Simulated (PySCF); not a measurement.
Geometries of 2 isomers of C4H4BrF, from PySCF, PBE0-D3(BJ)/def2-SVP geometry optimisation, gas phase. One conformer each, no zero-point energy, no frequencies.

Question: Which is lower in electronic energy at this level?
A.
```xyz
10
angstrom
C      1.370   -0.657   -0.142
C     -0.031   -0.265    0.047
C     -1.325   -0.395   -0.011
F     -2.366   -1.124   -0.289
C     -0.892    0.914    0.401
Br    -0.987    2.446   -0.851
H      1.813   -0.043   -0.943
H      1.458   -1.716   -0.420
H      1.955   -0.475    0.773
H     -0.978    1.330    1.414
```
B.
```xyz
10
angstrom
F      1.945   -1.356    0.347
C      1.427   -0.166   -0.009
Br     2.020    1.213    1.267
C     -0.033   -0.185   -0.028
C     -1.158   -0.788    0.210
C     -1.262    0.601   -0.348
H      1.856    0.155   -0.970
H     -1.697   -1.655    0.580
H     -1.551    1.433    0.314
H     -1.558    0.752   -1.398
```

Answer: A. That is `CC1=C(F)[C@@H]1Br`, 8.7 kcal/mol below the other.

```tsv
SMILES	atoms numbered as above	E (Eh)	relative (kcal/mol)	relative (kJ/mol)	dipole (D)
CC1=C(F)[C@@H]1Br	[CH3:1][C:2]1=[C:3]([F:4])[C@@H:5]1[Br:6]	-2827.67127	0.0	0.0	3.06
F[C@H](Br)C1=CC1	[F:1][C@H:2]([Br:3])[C:4]1=[CH:5][CH2:6]1	-2827.65733	8.7	36.6	1.72
```
